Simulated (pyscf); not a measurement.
Optimised with ωB97X-D3(BJ)/def2-SVP in PySCF.

What is the homolytic dissociation enthalpy (298 K, ωB97M-D3(BJ)/def2-TZVP) of the As–Ga bond of H₂As–GaH–AsH–AsH₂, to [HGa–AsH₂]• + •HAs–AsH₂?

As–Ga to [HGa–AsH₂]• + •HAs–AsH₂: 56.9 kcal/mol. The 7 functionals that were run give +54.5 (M06-2X) to +65.9 kcal/mol (ωB97X-D3(BJ)). The radicals are drawn with the spin at the cut bond; how far it spreads was not checked. Other isomers of [HGa–AsH₂]•, •HAs–AsH₂ were not searched in full and may lie lower. Elements up to Kr have no core potential and no relativistic terms here.
